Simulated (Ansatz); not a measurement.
`C[SiH2]F` and `F[SiH2][SeH]` differ in one atom or group.

Ansatz, PBE0-D4/def2-TZVP geometries, multiplicity 1. Each molecule was computed in one conformer, which needn't be the lowest.

Scalar relativity is left out up to krypton.

| property | `C[SiH2]F` |
| --- | --- |
| HOMO–LUMO gap (ωB97M-V/def2-TZVPP) / eV | 13.68 |
| size of the dipole moment (B3LYP/def2-TZVPP) / D | 1.72 |
| HOMO–LUMO gap (B3LYP/def2-TZVPP) / eV | 9.27 |
| LUMO energy (PBE/def2-TZVPP) / eV | -0.39 |
| LUMO energy (B3LYP/def2-TZVPP) / eV | 0.25 |
| ideal-gas entropy at 298 K and 1 bar (rigid rotor, harmonic PBE0-D4/def2-TZVP) / J/(mol·K) | 286 |

(1) Give the same properties after the change, and the shifts. (Estimate.)

Results:

(1) Ansatz gave: 
```json
{"property": "HOMO–LUMO gap (ωB97M-V/def2-TZVPP) / eV", "`F[SiH2][SeH]`": "11.32", "shift": "-2.36"}
{"property": "size of the dipole moment (B3LYP/def2-TZVPP) / D", "`F[SiH2][SeH]`": "1.13", "shift": "-0.59"}
{"property": "HOMO–LUMO gap (B3LYP/def2-TZVPP) / eV", "`F[SiH2][SeH]`": "6.80", "shift": "-2.47"}
{"property": "LUMO energy (PBE/def2-TZVPP) / eV", "`F[SiH2][SeH]`": "-1.09", "shift": "-0.70"}
{"property": "LUMO energy (B3LYP/def2-TZVPP) / eV", "`F[SiH2][SeH]`": "-0.49", "shift": "-0.74"}
{"property": "ideal-gas entropy at 298 K and 1 bar (rigid rotor, harmonic PBE0-D4/def2-TZVP) / J/(mol·K)", "`F[SiH2][SeH]`": "306", "shift": "20"}
```

With PBE0 the HOMO rises by 1.70 eV and the LUMO falls by 0.70 eV, so the gap narrows by about 2.40 eV. PBE moves the HOMO by 1.43 eV and ωB97M-V by 1.80 eV. The zero-point energy changes by -73.5 kJ/mol with -6 modes. Dipoles are sizes alone; their direction can turn.

B3LYP here is the variant with VWN-RPA as its local correlation; programs differ in this.

Spin–orbit coupling is left out; it splits and shifts lone-pair levels of the heavy atoms by tenths of an eV.
